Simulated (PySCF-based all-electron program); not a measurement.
The numbers below are computed, except where a source is named.
**Forces on SiSnH6, singlet in several shapes**

Method: all-electron DFT (in-house code on PySCF), basis-limit composite values; Koelling–Harmon scalar relativity, no spin–orbit coupling, spin-restricted. Forces are good to about 0.012 eV/Å. Atoms are numbered as listed.

Shape A:

```tsv
atom	x (Å)	y (Å)	z (Å)
Sn	0.0000	0.0000	0.0000
Si	0.0000	0.0000	2.5790
H	1.6107	0.0000	-0.6119
H	-0.8054	1.3949	-0.6119
H	-0.8054	-1.3949	-0.6119
H	0.7020	1.2159	3.0956
H	-1.4040	0.0000	3.0956
H	0.7020	-1.2159	3.0956
```

PBE forces:

```tsv
atom	Fx	Fy	Fz (eV/Å)
Sn1	0.000	0.000	0.002
Si2	0.000	0.000	0.018
H3	-0.012	0.000	-0.001
H4	0.006	-0.011	-0.001
H5	0.006	0.011	-0.001
H6	-0.018	-0.031	-0.006
H7	0.036	0.000	-0.006
H8	-0.018	0.031	-0.006
```

(1) What forces does r2SCAN give in shape A?

Shape B:

```xyz
8

Sn    0.0000    0.0000    0.0000
Si    0.0000    0.0000    2.8369
H     1.6107    0.0000   -0.6119
H    -0.8054    1.3949   -0.6119
H    -0.8054   -1.3949   -0.6119
H     0.7020    1.2159    3.3535
H    -1.4040    0.0000    3.3535
H     0.7020   -1.2159    3.3535
```

Against shape A, Sn1–Si2 goes from 2.579 to 2.837 Å.

PBE forces:

```tsv
atom	Fx	Fy	Fz (eV/Å)
Sn1	0.000	0.000	1.217
Si2	0.000	0.000	-1.175
H3	0.014	0.000	0.042
H4	-0.007	0.012	0.042
H5	-0.007	-0.012	0.042
H6	-0.016	-0.027	-0.055
H7	0.032	0.000	-0.055
H8	-0.016	0.027	-0.055
```

(2) What forces does r2SCAN give in shape B?

Shape C:

```xyz
8

Sn    0.0000    0.0000    0.0000
Si    0.0000    0.0000    2.3211
H     1.6107    0.0000   -0.6119
H    -0.8054    1.3949   -0.6119
H    -0.8054   -1.3949   -0.6119
H     0.7020    1.2159    2.8377
H    -1.4040    0.0000    2.8377
H     0.7020   -1.2159    2.8377
```

Against shape A, Sn1–Si2 goes from 2.579 to 2.321 Å.

PBE forces:

```json
{"atom": "Sn1", "Fx": "0.000", "Fy": "0.000", "Fz (eV/Å)": "-3.054"}
{"atom": "Si2", "Fx": "0.000", "Fy": "0.000", "Fz (eV/Å)": "3.072"}
{"atom": "H3", "Fx": "-0.036", "Fy": "0.000", "Fz (eV/Å)": "-0.070"}
{"atom": "H4", "Fx": "0.018", "Fy": "-0.031", "Fz (eV/Å)": "-0.070"}
{"atom": "H5", "Fx": "0.018", "Fy": "0.031", "Fz (eV/Å)": "-0.070"}
{"atom": "H6", "Fx": "-0.017", "Fy": "-0.030", "Fz (eV/Å)": "0.064"}
{"atom": "H7", "Fx": "0.035", "Fy": "0.000", "Fz (eV/Å)": "0.064"}
{"atom": "H8", "Fx": "-0.017", "Fy": "0.030", "Fz (eV/Å)": "0.064"}
```

(3) What forces does r2SCAN give in shape C?

Results:

(1) The forces move by 0.154 eV/Å (r.m.s. over the atoms) from PBE.

```csv
atom,Fx,Fy,Fz (eV/Å)
Sn1,0.000,0.000,-0.039
Si2,0.000,0.000,0.089
H3,-0.167,0.000,0.056
H4,0.084,-0.145,0.056
H5,0.084,0.145,0.056
H6,-0.104,-0.180,-0.072
H7,0.208,0.000,-0.072
H8,-0.104,0.180,-0.072
```

(2) The forces move by 0.155 eV/Å (r.m.s. over the atoms) from PBE.

```
atom      Fx      Fy  Fz (eV/Å)
 Sn1   0.000   0.000      1.192
 Si2   0.000   0.000     -1.120
  H3  -0.143   0.000      0.100
  H4   0.072  -0.124      0.100
  H5   0.072   0.124      0.100
  H6  -0.103  -0.179     -0.124
  H7   0.206   0.000     -0.124
  H8  -0.103   0.179     -0.124
```

(3) The forces move by 0.159 eV/Å (r.m.s. over the atoms) from PBE.

```
atom      Fx      Fy  Fz (eV/Å)
 Sn1   0.000   0.000     -3.149
 Si2   0.000   0.000      3.198
  H3  -0.190   0.000     -0.016
  H4   0.095  -0.164     -0.016
  H5   0.095   0.164     -0.016
  H6  -0.102  -0.177      0.000
  H7   0.204   0.000      0.000
  H8  -0.102   0.177      0.000
```
